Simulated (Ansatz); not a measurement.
Compare A (`[SiH3][SiH2]CC=S`) with its isomer B (`C=C[SiH2]S[SiH3]`).

Calculated with Ansatz (gas phase, PBE0-D4/def2-TZVP geometries, no zero-point term in ΔE). CCSD(T)/CBS is the MP2 limit (def2-TZVPP, def2-QZVPP) plus CCSD(T) − MP2 in def2-TZVPP, frozen cores. Functionals use def2-TZVPP. B3LYP here is the variant with VWN-RPA as its local correlation; programs differ in this. One conformer a species, not always the lowest.

Task: Which is lower in electronic energy at CCSD(T)/CBS, and by how much? (Estimate.)

Result: Ansatz gave: B, by 35.8 kcal/mol.

Task: Give E(B) − E(A) in kcal/mol with CCSD/def2-TZVPP, MP2/def2-TZVPP, HF/def2-TZVPP, CCSD(T)/def2-TZVPP, B3LYP-D4, r2SCAN-D4, PBE0-D4. (Best estimate.)

Result: Computed: CCSD/def2-TZVPP -35.4, MP2/def2-TZVPP -36.2, HF/def2-TZVPP -40.5, CCSD(T)/def2-TZVPP -34.3, B3LYP-D4 -34.1, r2SCAN-D4 -33.9, PBE0-D4 -33.2. None reverses the order clearly.

Largest T1 diagnostic: 0.016.

From PBE to PBE0 (25 % exact exchange), in def2-TZVPP and without D4, E(B) − E(A) moves by −2.7 kcal/mol. In def2-TZVPP, CCSD(T) changes the Hartree–Fock value by +6.2 kcal/mol (the triples alone add +1.1 kcal/mol) and MP2 by +4.3 kcal/mol.
